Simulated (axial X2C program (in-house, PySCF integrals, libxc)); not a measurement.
Spin–orbit effects down a group: molecules with Br, MP2

Calculated with an in-house relativistic program for diatomic molecules, spin-free (one-electron X2C) or two-component (2c: spin–orbit coupling with atomic mean-field Coulomb and Gaunt terms, which also bring small scalar terms), in Dyall basis sets with cores contracted in-house; open shells are unrestricted.

Basis sets: Br dyall-cv3z, Ge dyall-cv3z, Si dyall-v3z, Sn dyall-cv3z. Frozen shells (counts by l): SiBr Br 3s2p1d, Si 2s1p, 11 electrons correlated; GeBr Br 3s2p1d, Ge 3s2p1d, 11 electrons correlated; SnBr Sn 4s3p1d, Br 3s2p1d, 21 electrons correlated. Where the outer core of a metal is frozen, bonds come out longer and ionisation energies lower. Frozen cores can differ along the series, which adds to the trend.

| molecule | spin-free state | Re (Å) | ωe (cm⁻¹) | De (eV) | 2c state | Re 2c (Å) | ωe 2c (cm⁻¹) | De 2c (eV) |
| --- | --- | --- | --- | --- | --- | --- | --- | --- |
| SiBr | M_S = 1/2, Λ = 1 | 2.233 | 427.0 | 3.72 | Ω = 1/2 | 2.233 | 427.5 | 3.61 |
| GeBr | M_S = 1/2, Λ = 1 | 2.328 | 296.3 | 3.51 | Ω = 1/2 | 2.329 | 296.1 | n/a |
| SnBr | M_S = 1/2, Λ = 1 | 2.507 | 248.0 | 3.40 | Ω = 1/2 | 2.510 | 246.5 | n/a |

Q: Work out the shifts from the spin-free to the two-component result.

A: 

| molecule | 2c state | ΔRe (Å) | Δωe (cm⁻¹) | ΔDe (eV) |
| --- | --- | --- | --- | --- |
| SiBr | Ω = 1/2 | 0.000 | 0.5 | -0.11 |
| GeBr | Ω = 1/2 | 0.001 | -0.2 | n/a |
| SnBr | Ω = 1/2 | 0.003 | -1.5 | n/a |

Shifts of one unit in the last digit are rounding.

Each entry is the lowest single determinant of a limited PBE0 search at one distance. De goes to single-determinant-based atoms at the same level (for ions the charge split of lowest energy) and is withheld (n/a) where an atom does not fit its ground term or J level. Main or longest-lived isotopes. Some light 2c atoms are not at their ground J level, so De misses part of their lowering (0.04 eV or less).
